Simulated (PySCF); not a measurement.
**Be(2+) (beryllium, charge +2) across methods**

1s2, closed-shell 1S. Computed with PySCF 2.14 in aug-cc-pVQZ (6s5p4d3f2g, 80 functions), with no relativity, point nucleus.

```tsv
method	E (hartree)	mean ε 1s (eV)	Σ⟨r²⟩ (bohr²)	⟨S²⟩
UHF	-13.61125	-154.21	0.4637	0.000
PBE0	-13.6283	-137.89	0.4699	0.000
BLYP	-13.6493	-132.60	0.4730	0.000
LDA	-13.4443	-130.72	0.4797	0.000
r2SCAN	-13.6573	-134.48	0.4674	0.000
PBE	-13.6189	-132.18	0.4727	0.000
BHandHLYP	-13.6546	-143.94	0.4684	0.000
M06-2X	-13.6583	-143.29	0.4688	0.000
```

Question: Estimate the same row for CAM-B3LYP.

Answer: E (hartree) = -13.6312; mean ε 1s (eV) = -139.11; Σ⟨r²⟩ (bohr²) = 0.4717; ⟨S²⟩ = 0.000.
